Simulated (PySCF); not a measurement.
PySCF was given this input:
```python
from pyscf import gto, scf, dft

mol = gto.Mole()
mol.atom = '''
    H     0.00000000    0.00000000    0.00000000
'''
mol.basis = 'def2-qzvp'
mol.spin = 1
mol.verbose = 4
mol.build()

mf = dft.UKS(mol)
mf.xc = 'r2scan'
mf = mf.density_fit(auxbasis='def2-universal-jkfit')
mf.kernel()
mf.analyze()
```

### Question
What does this run give for the number of basis functions, <S^2>, dipole moment, HOMO energy?

### Answer

| Quantity | Result |
|---|---|
| number of basis functions | 30 |
| <S^2> | 0.750 |
| dipole moment | 0.00 D |
| HOMO energy | -8.02 eV |

These values belong to the state on which the SCF converged, which isn't shown to be the lowest.
